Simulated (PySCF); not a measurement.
Si(OSiH3)3(Cl) (ClH₉O₃Si₄), SMILES [SiH3]O[Si](Cl)(O[SiH3])O[SiH3]. Geometry optimised at PBE-D3(BJ)/def2-SVP. Other conformers were not sampled.

Computed equilibrium geometry at PBE-D3(BJ)/def2-SVP (PySCF confirms it by a frequency run) as bond lengths and angles (one conformer of several):
Atoms: Si1 O2 Si3 Cl4 O5 Si6 O7 Si8 H9 H10 H11 H12 H13 H14 H15 H16 H17. Bonded distances (Å): Si1–O2 1.688, Si1–H9 1.502, Si1–H10 1.499, Si1–H11 1.503, O2–Si3 1.644, Si3–Cl4 2.078, Si3–O5 1.644, Si3–O7 1.650, O5–Si6 1.687, Si6–H12 1.502, Si6–H13 1.502, Si6–H14 1.499, O7–Si8 1.687, Si8–H15 1.499, Si8–H16 1.502, Si8–H17 1.503. Bond angles (°): O2–Si1–H9 110.1, O2–Si1–H10 106.9, O2–Si1–H11 110.3, H9–Si1–H10 109.9, H9–Si1–H11 109.6, H10–Si1–H11 109.9, Si1–O2–Si3 135.2, O2–Si3–Cl4 109.8, O2–Si3–O5 110.1, O2–Si3–O7 108.6, Cl4–Si3–O5 108.3, Cl4–Si3–O7 108.9, O5–Si3–O7 111.1, Si3–O5–Si6 138.3, O5–Si6–H12 110.5, O5–Si6–H13 110.0, O5–Si6–H14 106.7, H12–Si6–H13 109.7, H12–Si6–H14 110.1, H13–Si6–H14 109.8, Si3–O7–Si8 137.6, O7–Si8–H15 107.0, O7–Si8–H16 109.9, O7–Si8–H17 110.2, H15–Si8–H16 110.0, H15–Si8–H17 110.0, H16–Si8–H17 109.6.
Charge 0, spin multiplicity 1.
